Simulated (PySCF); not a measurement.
Removal energies of O⁴⁺ from EOM-IP-GCCSD

Reference: closed-shell O⁴⁺, [He] 2s2; one electron is removed. Calculated with PySCF 2.14, two-component X2C-1e with screened spin-orbit coupling, an even-tempered Gaussian basis (18 s from 0.052 bohr⁻², ratio 2.6; 11 p from 0.068 bohr⁻², ratio 2.6; 8 d from 0.069 bohr⁻², ratio 2.8; 4 f from 2.4 bohr⁻², ratio 2.8); frozen nothing; the 28 highest virtual spinors dropped; of the others 56 kept and the rest restored at second order. No Breit or QED terms. Binding energies in eV.

| level | Koopmans | second order | EOM-CCSD |
| --- | --- | --- | --- |
| 2s1/2 | 111.40 | 112.87 | 113.94 |

For comparison, the ionisation energy of O⁴⁺ is 113.90 eV (measured; NIST Atomic Spectra Database, ionization energies).

The screened spin-orbit operator tends to give fine-structure splittings of light species too large.
